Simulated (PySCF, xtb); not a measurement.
OZr, SMILES [O]=[Zr], multiplicity 1.

GFN2-xTB (xtb) at its own geometry gives an orbital gap of 1.66 eV and a dipole moment of 7.61 D.

Geometry: B3LYP-D3(BJ)/def2-TZVPD. The multiplicity is an assumed one; other spin states were not compared. The def2 effective core potentials stand for the cores of Zr; spin–orbit coupling is left out.

What does CAM-B3LYP/def2-TZVPD in PySCF give? (The exact figures need the calculation; the answer reports its results.)

gap 4.52 eV (levels -6.35 and -1.83 eV), dipole 2.89 D.
